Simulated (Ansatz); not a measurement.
Molecule: sum formula SiN2H5Cl2, net charge 1, singlet state. It need not be the lowest isomer of its formula. 
Coordinates optimised at B3LYP-D3(BJ)/def2-TZVP (Ansatz, an electronic-structure program):
```xyz
10

Si    -0.1644    -0.2217     0.0101
Cl    -0.0577     0.7754    -1.7288
Cl     0.0259     0.8692     1.6844
N      1.5055    -1.1328    -0.0058
N     -1.3570    -1.3812     0.0712
H      1.5794    -1.7539    -0.8151
H      1.6198    -1.7086     0.8318
H     -1.8668    -1.6774    -0.7487
H     -1.8256    -1.6312     0.9302
H      2.2958    -0.4844    -0.0430
```
Charge +1, spin multiplicity 1.

Total electronic energies in hartree. Valence correlation only, unless marked. Spin-orbit coupling is left out. Non-relativistic. Basis-set limits of correlation are two-point, X^-3; Hartree-Fock from the larger set. [CCSD(T)-MP2]/basis is that difference in the basis named.

```
level                                                                 program  energy (Eh)
-------------------------------------------------------------  --------------  -----------
HF/cc-pV(T+d)Z                                                         Ansatz  -1319.80470
revPBE-D4/def2-TZVPD                                           Ansatz + dftd4  -1322.18008
r2SCAN-D3(BJ)/def2-TZVPD                                       Ansatz + dftd3  -1322.28097
BHLYP-D4/def2-TZVPD                                            Ansatz + dftd4  -1322.37149
r2SCANh-D4/def2-TZVPD                                          Ansatz + dftd4  -1322.27056
LC-wPBE/def2-TZVPD                                                     Ansatz   (withheld)
wB97X-V/def2-TZVPD                                                     Ansatz  -1322.20588
B2PLYP/def2-TZVPD                                                      Ansatz  -1321.95280
RI-MP2/cc-pV(Q+d)Z                                                     Ansatz  -1320.81975
SCS-MP2/6-31G                                                          Ansatz  -1319.80181
SCS-MP2/cc-pV(D+d)Z                                                    Ansatz  -1320.40468
SCS-MP2/cc-pV(T+d)Z                                                    Ansatz  -1320.71142
CCSD(T)/STO-3G                                                         Ansatz  -1305.32611
CCSD(T)/6-31G*                                                         Ansatz  -1320.35172
RI-MP2/CBS(cc-pV(T+d)Z,cc-pV(Q+d)Z)+[CCSD(T)-MP2]/cc-pV(T+d)Z          Ansatz   -1320.9664
```

### Question
What belongs in the gaps?

### Answer

- LC-wPBE/def2-TZVPD, energy (Eh): -1322.01749
